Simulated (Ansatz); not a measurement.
BH5O3Si, SMILES `OB(O)O[SiH3]`. Charge 0, multiplicity 1. Geometry: relaxed with PBE0-D4/def2-TZVP. It is one conformer, not always the lowest.

```xyz
10

O     1.047   -0.722   -1.126
B    -0.046    0.091   -1.035
O    -0.620    0.583   -2.172
O    -0.549    0.400    0.195
Si   -0.041   -0.062    1.698
H     1.318   -0.875   -2.034
H    -1.378    1.140   -1.983
H    -0.110   -1.537    1.844
H    -0.965    0.579    2.664
H     1.346    0.402    1.949
```

Q: What is the dipole moment at ωB97M-V/def2-TZVPP? (Estimate.)

A: Ansatz gave: 0.79 D, with components (-0.42, 0.35, -0.57) D in this frame, pointing from negative to positive charge.

Q: And with PBE, r2SCAN, B3LYP? (Estimate.)

A: The calculation gave: PBE 0.81 D, r2SCAN 0.83 D, B3LYP 0.77 D.

Q: Give the Mulliken charges with ωB97M-V, r2SCAN, PBE in def2-TZVPP. (An estimate is asked.)

A: The calculation gave: 
| atom | ωB97M-V | r2SCAN | PBE |
| --- | --- | --- | --- |
| O1 | -0.31 | -0.34 | -0.28 |
| B2 | 0.42 | 0.46 | 0.30 |
| O3 | -0.31 | -0.34 | -0.28 |
| O4 | -0.41 | -0.44 | -0.33 |
| Si5 | 0.32 | 0.45 | 0.37 |
| H6 | 0.19 | 0.22 | 0.20 |
| H7 | 0.19 | 0.21 | 0.20 |
| H8 | -0.03 | -0.08 | -0.06 |
| H9 | -0.03 | -0.07 | -0.06 |
| H10 | -0.03 | -0.08 | -0.06 |

B3LYP here is the variant with VWN-RPA as its local correlation; programs differ in this.
